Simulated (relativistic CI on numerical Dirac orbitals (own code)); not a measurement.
Charge states of praseodymium

These numbers are calculated, not measured: Dirac-Coulomb-Breit CI, orbitals from a KLI potential per configuration, QED by a radiative potential, valence Slater integrals scaled by 0.9 (own radial code, finite nucleus).

Each species is treated in one configuration, given outside its closed core. Radial values are for the open shell of highest l, unscaled and averaged over j; ζ includes the Breit term. Labels give the leading LS character, summed over repeated terms.

| Ion | Configuration | Its lowest level | LS weight (%) | Next level | E (cm⁻¹) | ⟨r⟩ (bohr) | ⟨r²⟩ (bohr²) | ζ (cm⁻¹) |
| --- | --- | --- | --- | --- | --- | --- | --- | --- |
| Pr²⁴⁺ | 3d10 4s2 4p5 | 2P°_3/2 | 100 | 2P°_1/2 | 213440 | 0.5864 | 0.3882 | 142100 |
| Pr²⁵⁺ | 3d10 4s2 4p4 | 3P_2 | 74 | 1S_0 | 47201 | 0.5814 | 0.3817 | 145100 |
| Pr²⁶⁺ | 3d10 4s2 4p3 | J = 3/2 (mixed) | 42 | 4S°_3/2 | 189930 | 0.5766 | 0.3754 | 148200 |
| Pr²⁷⁺ | 3d10 4s2 4p2 | 3P_0 | 75 | 3P_1 | 198890 | 0.5718 | 0.3693 | 151300 |
| Pr²⁸⁺ | 3d10 4s2 4p | 2P°_1/2 | 100 | 2P°_3/2 | 232040 | 0.5672 | 0.3634 | 154500 |
| Pr²⁹⁺ | 3d10 4s2 | 1S_0 | 100 |  |  |  |  |  |
| Pr³⁰⁺ | 3d10 4s | 2S_1/2 | 100 |  |  | 0.5458 | 0.3346 |  |
| Pr³¹⁺ | 3d10 | 1S_0 | 100 |  |  |  |  |  |
| Pr³²⁺ | 3d9 | 2D_5/2 | 100 | 2D_3/2 | 173090 | 0.2369 | 0.06553 | 69070 |
| Pr³³⁺ | 3d8 | 3F_4 | 91 | 1D_2 | 52456 | 0.2344 | 0.06406 | 70820 |
| Pr³⁴⁺ | 3d7 | ? | ? | ? | ? | ? | ? | ? |
| Pr³⁵⁺ | 3d6 | J = 4 (mixed) | 47 | J = 2 (mixed) | 44001 | 0.2296 | 0.06129 | 74420 |
| Pr³⁶⁺ | 3d5 | J = 5/2 (mixed) | 31 | J = 5/2 (mixed) | 127920 | 0.2272 | 0.05998 | 76280 |
| Pr³⁷⁺ | 3d4 | 3P_0 | 56 | 5D_1 | 143980 | 0.2249 | 0.05871 | 78170 |
| Pr³⁸⁺ | 3d3 | 4F_3/2 | 56 | 4F_5/2 | 152500 | 0.2227 | 0.05749 | 80110 |
| Pr³⁹⁺ | 3d2 | 3F_2 | 78 | 3P_0 | 123930 | 0.2205 | 0.05632 | 82090 |
| Pr⁴⁰⁺ | 3d | 2D_3/2 | 100 | 2D_5/2 | 210830 | 0.2184 | 0.05518 | 84100 |
| Pr⁴¹⁺ | 3s2 3p6 | 1S_0 | 100 |  |  |  |  |  |
| Pr⁴²⁺ | 3s2 3p5 | 2P°_3/2 | 100 | 2P°_1/2 | 958290 | 0.2427 | 0.06807 | 637900 |
| Pr⁴³⁺ | 3s2 3p4 | 3P_2 | 71 | 1S_0 | 114710 | 0.2412 | 0.06721 | 647500 |
| Pr⁴⁴⁺ | 3s2 3p3 | J = 3/2 (mixed) | 46 | 4S°_3/2 | 904200 | 0.2397 | 0.06637 | 657100 |
| Pr⁴⁵⁺ | 3s2 3p2 | 3P_0 | 71 | 3P_1 | 931460 | 0.2382 | 0.06555 | 666800 |
| Pr⁴⁶⁺ | 3s2 3p | 2P°_1/2 | 100 | 2P°_3/2 | 1.0164e+06 | 0.2367 | 0.06475 | 676600 |
| Pr⁴⁷⁺ | 3s2 | 1S_0 | 100 |  |  |  |  |  |

Q: Fill in the row of Pr³⁴⁺.

A: Its lowest level 4F_9/2; LS weight (%) 68; Next level J = 3/2 (mixed); E (cm⁻¹) 73331; ⟨r⟩ (bohr) 0.232; ⟨r²⟩ (bohr²) 0.06265; ζ (cm⁻¹) 72600.
